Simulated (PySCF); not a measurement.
C2H5BN2, SMILES N1CB(N)C=1.

Coordinates come from a PBE-D3(BJ)/def2-SVP optimisation. The geometry has at least one imaginary mode, so it is a saddle point at that level. The structure was generated by enumeration, and PubChem lists no compound with its InChIKey, so it may never have been made. One conformer was computed; it need not be the lowest.

Level of theory: PySCF with PBE-D3(BJ)/def2-SVP.

Frequencies are harmonic and unscaled.

| mode | ν (cm⁻¹) | IR (km/mol) | moving atoms (share of kinetic energy) |
|---|---|---|---|
| 1 | 32i | 0.7 | N 47 %, B 20 %, C 18 %, H 15 % |
| 2 | 302 | 0.9 | H 36 %, C 30 %, N 17 %, B 17 % |
| 3 | 427 | 10.4 | H 59 %, B 30 % |
| 4 | 534 | 159.3 | H 77 %, N 21 % |
| 5 | 586 | 8.3 | N 55 %, C 24 %, B 11 %, H 10 % |
| 6 | 601 | 0.0 | H 95 % |
| 7 | 766 | 6.0 | H 53 %, N 20 %, C 19 %, B 8 % |
| 8 | 821 | 13.7 | H 39 %, N 37 %, C 24 % |
| 9 | 834 | 10.4 | H 42 %, C 31 %, B 23 % |
| 10 | 897 | 1.0 | H 79 %, C 16 % |
| 11 | 911 | 2.5 | C 68 %, N 23 %, H 9 % |
| 12 | 1074 | 23.9 | H 47 %, B 39 %, N 8 % |
| 13 | 1094 | 5.8 | H 87 % |
| 14 | 1169 | 15.0 | H 52 %, C 33 %, B 12 % |
| 15 | 1235 | 3.2 | H 58 %, C 22 %, N 12 %, B 9 % |
| 16 | 1369 | 3.9 | H 88 % |
| 17 | 1434 | 36.4 | H 55 %, B 36 % |
| 18 | 1546 | 20.2 | C 45 %, N 40 %, H 12 % |
| 19 | 1573 | 194.1 | H 35 %, N 30 %, B 27 % |
| 20 | 2977 | 28.7 | H 95 % |
| 21 | 3028 | 15.7 | H 90 %, C 10 % |
| 22 | 3033 | 42.0 | H 91 %, C 9 % |
| 23 | 3500 | 25.8 | H 96 % |
| 24 | 3602 | 31.1 | H 91 %, N 9 % |
